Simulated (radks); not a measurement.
Problem. The bismuth ion Bi11+ is in [Xe] 4f14 5d4. Method: scalar-relativistic Kohn-Sham, BLYP, spin-polarised, spherical densities, finite nucleus; Fermi nuclear charge, rms radius of each element as measured or else 0.836 A^(1/3) + 0.57 fm; computed with a radial shooting solver on a logarithmic mesh with Libxc functionals. Open shells are filled with parallel spins first. One electron is removed from 5s, 5p, 5d, 4f in turn, with full relaxation. Which removal costs least, and what does each cost?

Solution. 5d 208.07 eV; 5p 282.12 eV; 5s 349.04 eV; 4f 360.24 eV. The 5d electron leaves first.
